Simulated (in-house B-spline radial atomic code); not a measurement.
The numbers below are computed, except where a source is named.
# C6 from the polarisability at imaginary frequency: the indium ion In⁺

HSE06 linear response of the closed shell [Kr] 4d10 5s2, from an all-electron radial atomic-structure program (B-spline basis); scalar-relativistic (spin-free one-electron X2C), finite nucleus, no spin-orbit coupling; shells from n = 3 respond.

The dispersion coefficient of two like species is C6 = (3/π) ∫ α(iu)² du from 0 to ∞.

```json
{"u (hartree)": "0", "α(iu) (bohr³)": "24.95"}
{"u (hartree)": "0.0849", "α(iu) (bohr³)": "23.2"}
{"u (hartree)": "0.198", "α(iu) (bohr³)": "17.99"}
{"u (hartree)": "0.339", "α(iu) (bohr³)": "12.43"}
{"u (hartree)": "0.566", "α(iu) (bohr³)": "7.698"}
{"u (hartree)": "0.849", "α(iu) (bohr³)": "5.102"}
{"u (hartree)": "1.27", "α(iu) (bohr³)": "3.349"}
{"u (hartree)": "1.98", "α(iu) (bohr³)": "2.028"}
{"u (hartree)": "2.83", "α(iu) (bohr³)": "1.287"}
{"u (hartree)": "4.24", "α(iu) (bohr³)": "0.7211"}
{"u (hartree)": "7.07", "α(iu) (bohr³)": "0.3217"}
{"u (hartree)": "14.1", "α(iu) (bohr³)": "0.104"}
```

Task: Fit one oscillator, α(iu) = α(0)/(1 + u²/ω²), through u = 0.339 and estimate C6.

Result: From α(0)/α(iu) − 1 = 24.95/12.43 − 1 = 1.0072, ω = u/√1.0072 = 0.3378 hartree (9.2 eV). London's formula gives C6 = (3/4) α(0)² ω = 0.75 × 24.95² × 0.3378 = 157.7 hartree·bohr⁶, and the oscillator holds f = α(0) ω² = 2.85 electrons, of a sum of oscillator strengths of 41.3.

Task: How does that compare with the full integral?

Result: The program's quadrature over all excitations gives C6 = 172.8, so the single oscillator is off by -8.7 %. At the last point the fit gives α = 0.0143 against 0.104: higher excitations, and deeper shells where there are any, keep the true curve higher at large u.
